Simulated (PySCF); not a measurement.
# Calcium: highly charged ions in a basis for the neutral atom

Ca¹²⁺ [He] 2s2 2p4, Ca¹³⁺ [He] 2s2 2p3. Calculation: PySCF 2.14, in 6-31G* (5s4p3d, 32 functions); no relativity, point nucleus. No spin-orbit coupling, so a gap to NIST mixes the basis error with missing relativistic terms.

Changed run: basis of the neutral atom used for a highly charged ion. This setting is unsound on purpose.

```json
{"species": "Ca¹²⁺", "method": "UHF", "sound run (hartree)": "not run", "changed run (hartree)": "-594.12707", "converged": "yes"}
{"species": "Ca¹²⁺", "method": "PBE0", "sound run (hartree)": "not run", "changed run (hartree)": "-594.25066", "converged": "yes"}
{"species": "Ca¹²⁺", "method": "MN15", "sound run (hartree)": "not run", "changed run (hartree)": "-594.27473", "converged": "yes"}
{"species": "Ca¹³⁺", "method": "UHF", "sound run (hartree)": "not run", "changed run (hartree)": "-567.23264", "converged": "yes"}
{"species": "Ca¹³⁺", "method": "PBE0", "sound run (hartree)": "not run", "changed run (hartree)": "-567.27872", "converged": "yes"}
{"species": "Ca¹³⁺", "method": "MN15", "sound run (hartree)": "not run", "changed run (hartree)": "-567.31823", "converged": "yes"}
```

Ionisation energy of Ca¹²⁺:

```tsv
method	changed run (eV)	NIST (eV)
UHF	731.83	728.6 ± 1.1
PBE0	733.94	728.6 ± 1.1
MN15	733.52	728.6 ± 1.1
```

The contracted functions were made for the neutral atom and can be too rigid for a highly charged ion.
